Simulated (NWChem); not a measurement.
All runs are NWChem calculations. System: F4Te, charge 0, spin multiplicity 1, at a geometry optimised with PBE/def2-SVP with def2 effective core potentials on Te. The structure started from a generated list of species. Level: MP2/def2-TZVP with def2 effective core potentials on Te, 8 core orbitals frozen.

Job file:

```
start mol
memory heap 200 mb stack 900 mb global 1100 mb
geometry units angstroms nocenter noautoz
  Te     0.000000     0.000000     0.295737
  F     -1.959087     0.000000     0.088535
  F      0.000000     1.469102    -0.942885
  F      1.959087     0.000000     0.088535
  F      0.000000    -1.469102    -0.942885
  symmetry group C2v
end
basis spherical
  * library def2-tzvp
end
ecp
  Te library def2-ecp
end
scf
  rhf
  nopen 0
  maxiter 100
  thresh 1e-7
  semidirect memsize 60000000 filesize 0
end
mp2
  freeze core 8
end
task mp2 energy
```

Output (cleaned and shortened):

```
             Northwest Computational Chemistry Package (NWChem) 7.3.0
             --------------------------------------------------------

                                NWChem Input Module
                                -------------------

 Scaling coordinates for geometry "geometry" by  1.889725989
 (inverse scale =  0.529177249)

 Turning off AUTOSYM since
 SYMMETRY directive was detected!

                             Geometry "geometry" -> ""
                             -------------------------

 Output coordinates in angstroms (scale by  1.889725989 to convert to a.u.)

  No.       Tag          Charge          X              Y              Z
 ---- ---------------- ---------- -------------- -------------- --------------
    1 Te                  52.0000     0.00000000     0.00000000     0.29573700
    2 F                    9.0000    -1.95908700     0.00000000     0.08853500
    3 F                    9.0000     0.00000000     1.46910200    -0.94288500
    4 F                    9.0000     1.95908700     0.00000000     0.08853500
    5 F                    9.0000     0.00000000    -1.46910200    -0.94288500

 Effective nuclear repulsion energy (a.u.)     599.2419884579

            Nuclear Dipole moment (a.u.)
            ----------------------------
        X                 Y               Z
 ---------------- ---------------- ----------------
     0.0000000000     0.0000000000     0.0000453534

      Symmetry information
      --------------------

 Group name             C2v
 Group number             16
 Group order               4
 No. of unique centers     3

      Symmetry unique atoms

     1    2    3


 Summary of "ao basis" -> "" (spherical)
 ------------------------------------------------------------------------------
       Tag                 Description            Shells   Functions and Types
 ---------------- ------------------------------  ------  ---------------------
 *                         def2-tzvp                  on all atoms

 Summary of "ao basis" -> "ao basis" (spherical)
 ------------------------------------------------------------------------------
[...]
  Active beta occupied  =     22
  Active alpha virtual  =    144
  Active beta virtual   =    144
  Use MO symmetry       = T
  Use skeleton AO sym   = T

  AO/Fock/Back tols     =   1.0D-09  1.0D-09  1.0D-09

 GA uses MA = F    GA memory limited = T

 Available:
  local mem=  1.26D+08
 global mem=  1.44D+08
 local disk=  0.00D+00
  mp2_memr nvloc                   144
  nvloc new                   144
   1 passes of  22:        5242880                     220099                 147207906.
   1 passes of  22: M    126138904           G      144118648           F     120896024.
  mp2_memr nvloc                   144
  nvloc new                   144
   2 passes of  11:        5242880                     140931                  73629839.
   2 passes of  11: M    126138904           G      144118648           F     120896024.

 Semi-direct pass number   1 of   2  for RHF alpha+beta  at        5.3s
  vrange nnbf                 13662
  mp2_eaftype                   280  avail_ma_in_mb                  1099
 EAF : mp2_eaftype filesize         280   36814920.
  mp2_eaf for mointskh                    280
Node 0 wrote    173.1 Mb in      0.5 s     Agg I/O rate:   321.2 Mb/s
 Done moints_semi at       15.5s
  mp2_eaftype                   280  avail_ma_in_mb                   819
 EAF : mp2_eaftype filesize         280   36814920.
  mp2_eaf for kh                   280
 Done maket at       16.0s
 Semi-direct pass number   2 of   2  for RHF alpha+beta  at       16.0s
  vrange nnbf                 13662
  mp2_eaftype                   280  avail_ma_in_mb                   819
 EAF : mp2_eaftype filesize         280   36814920.
  mp2_eaf for mointskh                    280
Node 0 wrote    173.1 Mb in      0.2 s     Agg I/O rate:   717.2 Mb/s
 Done moints_semi at       25.5s
  mp2_eaftype                   280  avail_ma_in_mb                   819
 EAF : mp2_eaftype filesize         280   36814920.
  mp2_eaf for kh                   280
 Done maket at       26.0s
 Done multipass loop at       26.0s

          -------------------------------------------
          SCF energy                -664.923007863029
          Correlation energy          -1.498937395470
          Singlet pairs               -0.834501433582
          Triplet pairs               -0.664435961888
          Total MP2 energy          -666.421945258498
          -------------------------------------------

          ---------------------------------------------------
                    Spin Component Scaled (SCS) MP2
          Same spin pairs                     -0.442957307925
          Same spin scaling factor             0.333333333333
          Opposite spin pairs                 -1.055980087544
          Opposite spin scaling fact.          1.200000000000
          SCS-MP2 correlation energy          -1.414828541028
          Total SCS-MP2 energy              -666.337836404057
          ---------------------------------------------------

 -----------------------
 Performance information
 -----------------------

 Timer overhead =  9.62D-08 seconds/call

               Nr. of calls         CPU time (s)                 Wall time (s)                GFlops
             ---------------    -------------------     ------------------------------   -------------------
Name         Min   Avg   Max    Min     Avg     Max     Min     Avg     Max   Mx/calls   Min     Max     Sum
mp2: moin     2     2     2    20.     20.     20.      20.     20.     20.     9.9      0.0     0.0     0.0
mp2: make     2     2     2   0.95    0.95    0.95     0.95    0.95    0.95    0.47      0.0     0.0     0.0
mp2: tota     1     1     1    21.     21.     21.      21.     21.     21.     21.      0.0     0.0     0.0

 The average no. of pstat calls per process was 5.00D+00
 with a timing overhead of 4.81D-07s

 Task  times  cpu:       26.0s     wall:       26.0s

 Total times  cpu:       26.0s     wall:       26.0s
```
